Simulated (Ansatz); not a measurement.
Species: trimethylsilane, C$_{3}$H$_{10}$Si, charge 0, multiplicity 1. 
Coordinates optimised at B3LYP-D3(BJ)/def2-TZVP (Ansatz, an electronic-structure program):
```xyz
14

Si     0.0839    -0.0328     0.3680
C      1.6437    -0.3337    -0.6338
C     -1.2241    -1.3084    -0.0671
C     -0.5677     1.7000     0.0512
H      0.4134    -0.1615     1.8143
H      2.4215     0.3905    -0.3820
H      2.0455    -1.3325    -0.4498
H      1.4412    -0.2475    -1.7043
H     -0.8673    -2.3224     0.1259
H     -1.4931    -1.2448    -1.1244
H     -2.1338    -1.1577     0.5181
H     -0.8214     1.8334    -1.0034
H     -1.4670     1.8980     0.6383
H      0.1753     2.4562     0.3137
```

Property: vertical triplet-singlet gap (E(triplet) - E(singlet); each state is the SCF solution reached for its spin; the molecule has degenerate orbitals, so one determinant may break the symmetry), in kcal/mol. Correlated levels leave the core frozen unless marked. UHF or UKS for open shells. Spin-orbit coupling is left out. Non-relativistic. Basis-set limits of correlation are two-point, X^-3; Hartree-Fock from the larger set. [CCSD(T)-MP2]/basis is that difference in the basis named.

| level | program | vertical triplet-singlet gap (kcal/mol) |
|---|---|---|
| HF/aug-cc-pV(D+d)Z | Ansatz | 170.2 |
| HF/aug-cc-pV(T+d)Z | Ansatz | 168.9 |
| HF/aug-cc-pV(Q+d)Z | Ansatz | 168.7 |
| SVWN5/def2-TZVPD | Ansatz | 164.4 |
| r2SCAN/def2-TZVPD | Ansatz | 173.9 |
| PBE0/def2-TZVPD | Ansatz | 176.9 |
| CAM-B3LYP/def2-TZVPD | Ansatz | 182.7 |
| wB97M-V/def2-TZVPD | Ansatz | 187.1 |
| wB97X-V/def2-TZVPD | Ansatz | 189.0 |
| RI-MP2/aug-cc-pV(Q+d)Z | Ansatz | 186.3 |
| RI-MP2/CBS(aug-cc-pV(T+d)Z,aug-cc-pV(Q+d)Z) | Ansatz | 187.2 |
| CCSD/aug-cc-pV(D+d)Z | Ansatz | 179.5 |
| CCSD(T)/aug-cc-pV(D+d)Z | Ansatz | 178.4 |
| CCSD(T)/aug-cc-pV(T+d)Z | Ansatz | 180.1 |
| RI-MP2/CBS(aug-cc-pV(T+d)Z,aug-cc-pV(Q+d)Z)+[CCSD(T)-MP2]/aug-cc-pV(T+d)Z | Ansatz | 181.9 |
